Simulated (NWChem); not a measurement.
SiH₃Br; SMILES [SiH3]Br

Computed with NWChem. The geometry was optimised at PBE0/def2-SVP. Level: PBE0/def2-SVPD; rows give the wavelength of the field.

```tsv
field	isotropic polarisability (bohr³)	anisotropy (bohr³)
static	50.4	15.9
1065 nm	50.9	16.2
589 nm	?	?
400 nm	54.2	18.0
```

Question: What belongs in the gaps?

Answer: 
- 589 nm, isotropic polarisability (bohr³): 52.1
- 589 nm, anisotropy (bohr³): 16.9
